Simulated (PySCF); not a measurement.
Geometry:
| atom | x (Å) | y (Å) | z (Å) |
| --- | --- | --- | --- |
| B1 | 1.018 | 1.284 | -0.862 |
| Cl2 | 2.435 | 1.649 | -1.832 |
| Cl3 | -0.449 | 2.245 | -1.088 |
| O4 | 1.090 | 0.290 | 0.019 |
| C5 | 0.028 | -0.154 | 0.850 |
| C6 | -0.821 | -1.183 | 0.142 |
| H7 | 0.503 | -0.584 | 1.744 |
| H8 | -0.582 | 0.708 | 1.167 |
| H9 | -1.592 | -1.573 | 0.823 |
| H10 | -1.327 | -0.740 | -0.729 |
| H11 | -0.205 | -2.027 | -0.203 |

Geometry: PBE0-D3(BJ)/def2-SVP; GIAO shifts from PySCF, gas phase, non-relativistic, averaged over equivalent atoms.

At PBE0/pcSseg-1 (141 basis functions, 16 s wall time on 1 thread of an Arm Neoverse V2, shared host):
| atoms | δ (ppm) |
| --- | --- |
| B1 | 33.0 |
| Cl2/Cl3 | 151.2 |
| O4 | 194.2 |
| C5 | 65.6 |
| C6 | 17.8 |
| H7/H8 | 4.15 |
| H9/H10/H11 | 1.29 |

Referencing at the same level of theory: $^{11}$B (100.73 ppm) vs BF3·OEt2; HCl for $^{35}$Cl (943.27 ppm); H2O for $^{17}$O (334.56 ppm); $^{13}$C (184.41 ppm), $^{1}$H (31.27 ppm) against TMS.

Q: Estimate the result of repeating the calculation with B3LYP/pcSseg-1.

A: 
```
     atoms  δ at B3LYP/pcSseg-1  change
        B1                 34.5    +1.5
   Cl2/Cl3                148.7    -2.5
        O4                198.6    +4.4
        C5                 66.9    +1.3
        C6                 18.3    +0.5
     H7/H8                 4.16   +0.01
H9/H10/H11                 1.30   +0.01
```

References, each an isolated molecule treated in the same way: BF3·OEt2 for $^{11}$B (97.83 ppm); $^{35}$Cl (930.46 ppm) against HCl; $^{17}$O (334.04 ppm) against H2O; $^{13}$C (179.24 ppm), $^{1}$H (31.38 ppm) against TMS.

The largest change is at O4 (oxygen bonded to C, B). Cost: 141 basis functions, 9.7 s wall time on 1 thread of an Arm Neoverse V2, shared host.

The averaged Cl atoms aren't alike in the static structure (σ from 783 to 801 ppm); the average presumes fast exchange among these sites. Experimental scales use liquid or dissolved standards, which lie at an offset from isolated H2O (liquid H2O: subtract about 36 ppm).
